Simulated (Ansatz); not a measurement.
`B[Si](O)(F)F` + H₂O → `B[Si](O)(O)F` + H–F  (formal hydrolysis of the Si–F bond)

Gas-phase electronic energies from Ansatz, PBE0-D4/def2-TZVP geometries. CCSD(T)/CBS adds triple-zeta CCSD(T) − MP2 to the extrapolated MP2 energy (def2 sets, frozen cores). This one scheme is used for every species. Functionals use def2-TZVPP. B3LYP here is the variant with VWN-RPA as its local correlation; programs differ in this. HSE06 is defined as in plane-wave codes. Each species was taken in one conformer, which may not be the lowest.

```csv
level,ΔE (kJ/mol),difference from CCSD(T)/CBS
LDA (SPW92),37.5,-5.7
PBE-D4,40.3,-2.9
BLYP-D4,43.1,-0.1
r2SCAN-D4,43.7,0.5
B97M-V,46.3,3.1
PBE0-D4,40.7,-2.5
B3LYP-D4,43.6,0.4
r2SCANh-D4,43.4,0.2
r2SCAN0-D4,43.0,-0.2
HSE06-D4,40.5,-2.7
BHLYP-D4,44.9,1.7
CAM-B3LYP-D4,44.8,1.6
ωB97X-V,43.9,0.7
ωB97M-V,43.4,0.2
PBE,42.2,-1.0
revPBE,43.6,0.4
BLYP,47.1,3.9
r2SCAN,44.2,1.0
PBE0,42.3,-0.9
B3LYP,46.6,3.4
r2SCANh,44.0,0.8
r2SCAN0,43.6,0.4
HSE06,42.1,-1.1
BHLYP,47.2,4.0
CAM-B3LYP,46.5,3.3
LC-ωPBE,43.6,0.4
RPA@PBE/def2-TZVPP,43.2,0.0
HF/def2-SVP,46.0,2.8
MP2/def2-SVP,42.1,-1.1
CCSD/def2-SVP,43.7,0.5
CCSD(T)/def2-SVP,43.1,-0.1
HF/def2-TZVPP,49.9,6.7
MP2/def2-TZVPP,40.7,-2.5
SCS-MP2/def2-TZVPP,43.2,0.0
CCSD/def2-TZVPP,43.2,0.0
HF/def2-QZVPP,51.5,8.3
MP2/def2-QZVPP,42.0,-1.2
SCS-MP2/def2-QZVPP,44.4,1.2
HF/CBS(def2),51.7,8.5
MP2/CBS(def2),42.0,-1.2
CCSD(T)/CBS,43.2,0
```

Largest T1 diagnostic among the species: 0.012.

In def2-TZVPP, CCSD(T) changes the Hartree–Fock value by −8.0 kJ/mol (the triples alone add −1.3 kJ/mol) and MP2 by −9.2 kJ/mol. The D4 term adds −3.0 kJ/mol with B3LYP and −1.6 kJ/mol with PBE0; it sums over pairs of atoms, weighted by their polarisabilities, and B3LYP, whose exchange is more repulsive, gets the larger term. Leaving LDA and LC-ωPBE aside and taking each functional with its dispersion term where it has one, the values, not all of them listed here, spread over 7.7 kJ/mol, from revPBE-D4 to B97M-V. LDA lies −4.7 kJ/mol from PBE without D4.
